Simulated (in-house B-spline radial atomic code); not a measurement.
Computed with a B-spline radial atomic code. Model: two electrons, singlet ground state, non-relativistic, full CI in B-splines with partial waves to l = 8 (at full coupling up to 3e-4 hartree above the limit, correlation up to 0.6 % small), density held at that of full coupling by Lieb maximisation.

W(λ) is the mean repulsion in the state of coupling λ less the Hartree energy of the fixed density. Its start is exact exchange, its initial slope is twice the second-order Görling-Levy correlation energy, and its area from 0 to 1 is E_xc. A straight curve means weak, dynamic correlation, and a curve that drops fast and flattens means strong correlation.

Command:
```bash
python run_ac.py task.json out
```
Settings (lengths in bohr, energies in hartree):
```
potential              dot
strength               0.0444
lmax                   8
second                 1
```

Time taken, with all properties: 56 s on 1 thread of Intel(R) Xeon(R) Processor @ 2.30GHz, with other jobs on the host.

**W = mean repulsion less Hartree energy, and W of three functionals.**

Given: confinement charge in harmonic well; well frequency 0.0444 hartree; nuclear charge 1; external potential omega^2 r^2/2 - Z/r.

Computed: PBE exchange minus exact -2.8105 millihartree; SCAN exchange minus exact -6.4499 millihartree.

```csv
coupling,W xc (hartree),W xc minus exchange (millihartree),kinetic minus Kohn-Sham (millihartree),LDA (PW92) W minus its exchange (millihartree),PBE W minus its exchange (millihartree),SCAN W minus its exchange (millihartree)
0,-0.41444,0,0,0,0,0
0.02,-0.41656,-2.127,0.02,-9.67,-1.56,-1.77
0.05,-0.41966,-5.227,0.13,-19.01,-3.95,-4.31
0.12,-0.4265,-12.062,0.71,-34.68,-9.47,-9.8
0.25,-0.43786,-23.425,2.79,-55.02,-19.12,-18.81
0.4,-0.44914,-34.708,6.44,-72.17,-29.14,-27.79
0.6,-0.46174,-47.306,12.69,-89.59,-40.8,-38.01
0.8,?,?,?,?,?,?
1,-0.48087,-66.434,27.77,-114.59,-59.64,-54.24
1.4,?,?,?,?,?,?
2,-0.50925,-94.816,68.72,-151.95,-91.09,-80.82
3,-0.52493,-110.5,107.28,-174.15,-111.03,-97.1
4.5,-0.53891,-124.48,158.76,-195.6,-130.87,-112.37
```

Question: What belongs in the row 0.8?

Answer: W xc (hartree): -0.47215; W xc minus exchange (millihartree): -57.714; kinetic minus Kohn-Sham (millihartree): 19.95; LDA (PW92) W minus its exchange (millihartree): -103.3; PBE W minus its exchange (millihartree): -50.87; SCAN W minus its exchange (millihartree): -46.71.

Question: What belongs in the row 1.4?

Answer: W xc (hartree): -0.49463; W xc minus exchange (millihartree): -80.19; kinetic minus Kohn-Sham (millihartree): 44.14; LDA (PW92) W minus its exchange (millihartree): -132.43; PBE W minus its exchange (millihartree): -74.26; SCAN W minus its exchange (millihartree): -66.69.

Question: What is the LDA exchange minus exact?

Answer: 53.306 millihartree.

**Energy parts, natural occupations and partial-wave weights.**

Computed: exchange energy -0.41444 hartree; correlation energy -0.038663 hartree; kinetic part of the DFT correlation energy 0.027771 hartree; initial slope twice GL2 -0.10756 hartree; kinetic part over minus potential part 0.41803; Hartree energy 0.82887 hartree; Lieb Oxford ratio E_xc over LDA exchange 1.2547.

| natural | occupation of the shell (electrons) |
| --- | --- |
| s | 1.9192 |
| s | 0.052298 |
| p | ? |
| d | 0.00071507 |
| p | 0.00052811 |
| s | 0.00032247 |

Question: What belongs in the row p?

Answer: occupation of the shell (electrons): 0.026642.

```csv
wave,weight
s,0.98594
p,0.013605
d,0.0003926
f,?
g,1.0148e-05
```

Question: What belongs in the row f?

Answer: weight: 4.715e-05.

Question: What is the Kohn-Sham kinetic?

Answer: 0.52907 hartree.

Question: What is the total energy?

Answer: -0.5096 hartree.

Half-way to full coupling W has made 62 % of its drop, against 50 % for a straight line, and second-order (GL2) theory, half the initial slope, overshoots the correlation energy by about 39 %: a marked bend. Over couplings 0 to 1 the errors in E_xc come to about +17 millihartree for LDA, +2.5 millihartree for PBE, +1.0 millihartree for SCAN, so SCAN is nearest. In LDA and PBE and SCAN the errors of exchange and correlation have opposite signs, so the sum is smaller than the larger of the two.
